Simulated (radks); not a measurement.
The numbers below are computed, except where a source is named.
I37+, 16 electrons, occupied as [Ne] 3s2 3p4. Level of theory: scalar-relativistic Kohn-Sham, PBE, spin-unpolarised, spherical densities, point nucleus (a radial shooting solver on a logarithmic mesh with Libxc functionals).

Unscreened Slater integrals over Kohn-Sham orbitals (eV).

\begin{tabular}{lr}
integral & value \\ \hline
F0(3p,3p) & 88.692 \\
F2(3p,3p) & 44.590 \\
F0(3p,3s) & 87.195 \\
G1(3p,3s) & 56.427 \\
F0(3p,2p) & 117.35 \\
F2(3p,2p) & 29.874 \\
G0(3p,2p) & 11.888 \\
G2(3p,2p) & 13.114 \\
F0(3p,2s) & 113.87 \\
G1(3p,2s) & 9.4298 \\
F0(3s,3s) & 86.003 \\
F0(3s,2p) & 112.67 \\
G1(3s,2p) & 11.618 \\
F0(3s,2s) & 110.29 \\
G0(3s,2s) & 9.2892 \\
F0(2p,2p) & 245.20 \\
F2(2p,2p) & 116.51 \\
F0(2p,2s) & 225.14 \\
G1(2p,2s) & 127.93 \\
F0(2s,2s) & 212.48 \\
\end{tabular}

Derived for the open shells (J is the average intra-shell exchange parameter used in DFT+U). 3p: J = F2/5 = 8.918 eV.
